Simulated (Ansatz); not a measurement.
Breaking the Ge1–Cl3 bond in ClFGeH2 (SMILES [F][GeH2][Cl]) (multiplicity 1 held, fragments rigid). Energies count from the point at 2.151 Å.
Geometry at that point (charge 0, multiplicity 1):
| atom | x (Å) | y (Å) | z (Å) |
|---|---|---|---|
| Ge | -0.4872 | -0.2878 | 0.0418 |
| F | -1.1704 | 1.3135 | 0.0343 |
| Cl | 1.6442 | -0.0414 | -0.1076 |
| H | -0.8264 | -0.9112 | 1.3962 |
| H | -0.9993 | -0.9971 | -1.2124 |

R- and RO- levels are restricted; in cc, def2 and unpolarised 6-31G sets they are followed outwards from rest. U- levels take the lowest unrestricted solution at each point, which mixes spins at long bonds. Active spaces are followed from a long bond inwards. Curves can end on different states.

Cores are frozen in the correlated methods. Filled d and f shells under p-block atoms count as core.

Codes used: Ansatz (Gaussian orbitals). 

Energies in eV.

| R (Å) | R-HF/def2-SVP | R-MP2/def2-SVP | U-CCSD/def2-SVP | CASSCF(6,4)/def2-SVP | FIC-NEVPT4(SD) on CASSCF(6,4)/def2-SVP | FIC-MRCISD+Q on CASSCF(6,4)/def2-SVP |
|---|---|---|---|---|---|---|
| 1.721 | 3.28 | 3.22 | 3.26 | 3.33 | 3.26 | 3.27 |
| 1.936 | 0.56 | 0.54 | 0.56 | 0.59 | 0.56 | 0.56 |
| 2.151 | 0.00 | 0.00 | 0.00 | 0.00 | 0.00 | 0.00 |
| 2.366 | 0.34 | 0.35 | 0.33 | 0.27 | 0.30 | 0.32 |
| 2.581 | 1.03 | 1.02 | 0.98 | 0.85 | 0.93 | 0.96 |
| 2.904 | 2.18 | 2.13 | 2.06 | 1.82 | 1.96 | 1.99 |
| 3.226 | ? | 3.12 | 3.03 | 2.63 | 2.82 | 2.85 |
| 3.764 | 4.69 | 4.37 | 3.85 | 3.41 | 3.70 | 3.73 |
| 4.302 | ? | 5.11 | 4.02 | 3.66 | 4.02 | 4.02 |
| 4.947 | 6.56 | 5.42 | 4.06 | 3.72 | 4.10 | 4.10 |
| 5.807 | ? | 5.25 | 4.07 | 3.73 | 4.11 | 4.12 |
| 6.882 | 7.54 | 4.63 | 4.07 | 3.73 | 4.11 | 4.12 |

Some entries are withheld; supply them.


- 5.807, R-HF/def2-SVP: 7.17
- 3.226, R-HF/def2-SVP: 3.24
- 4.302, R-HF/def2-SVP: 5.74

Doubts at one or more of the structures used: a restricted determinant that unrestricted orbitals would lower (R-HF/def2-SVP, R-MP2/def2-SVP); a spin-contaminated determinant (U-CCSD/def2-SVP); T1 above 0.05 (U-CCSD/def2-SVP); active orbitals that take no part (CASSCF(6,4)/def2-SVP, FIC-NEVPT4(SD) on CASSCF(6,4)/def2-SVP, FIC-MRCISD+Q on CASSCF(6,4)/def2-SVP).

Ansatz is an electronic-structure program.
